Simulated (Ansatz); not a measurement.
F2H2MoO2S, SMILES `[OH][Mo]([OH])([F])([F])=[S]` at its PBE0-D4/def2-TZVP geometry, where that method's forces vanish. Charge 0, multiplicity 1. Mo takes the def2 core potential.

```json
{"atom": "O1", "x (Å)": "1.692", "y (Å)": "0.604", "z (Å)": "0.132"}
{"atom": "Mo2", "x (Å)": "0.105", "y (Å)": "-0.355", "z (Å)": "0.025"}
{"atom": "O3", "x (Å)": "-1.706", "y (Å)": "-0.384", "z (Å)": "0.434"}
{"atom": "F4", "x (Å)": "0.499", "y (Å)": "-1.229", "z (Å)": "1.593"}
{"atom": "F5", "x (Å)": "-0.436", "y (Å)": "1.228", "z (Å)": "-0.884"}
{"atom": "S6", "x (Å)": "0.386", "y (Å)": "-1.778", "z (Å)": "-1.466"}
{"atom": "H7", "x (Å)": "1.729", "y (Å)": "1.539", "z (Å)": "-0.095"}
{"atom": "H8", "x (Å)": "-2.271", "y (Å)": "0.375", "z (Å)": "0.262"}
```

**Question.** For each bond, give half the difference of the two atoms' forces along it (eV/Å; positive pushes the atoms apart) under PBE-D4, r2SCAN-D4, B3LYP-D4, ωB97M-V in def2-TZVPP. (Estimate.)

**Answer.** Ansatz gave: 
| bond | length (Å) | PBE-D4 | r2SCAN-D4 | B3LYP-D4 | ωB97M-V |
| --- | --- | --- | --- | --- | --- |
| O1–Mo2 | 1.857 | 0.21 | 0.13 | 0.20 | 0.05 |
| O1–H7 | 0.962 | 0.26 | -0.05 | -0.10 | -0.04 |
| Mo2–O3 | 1.857 | 0.21 | 0.13 | 0.20 | 0.05 |
| Mo2–F4 | 1.838 | 0.32 | 0.11 | 0.22 | 0.10 |
| Mo2–F5 | 1.904 | 0.16 | -0.03 | 0.14 | 0.01 |
| Mo2–S6 | 2.080 | 0.70 | 0.46 | 0.36 | -0.38 |
| O3–H8 | 0.962 | 0.26 | -0.05 | -0.10 | -0.04 |

B3LYP here is the variant with VWN-RPA as its local correlation; programs differ in this.
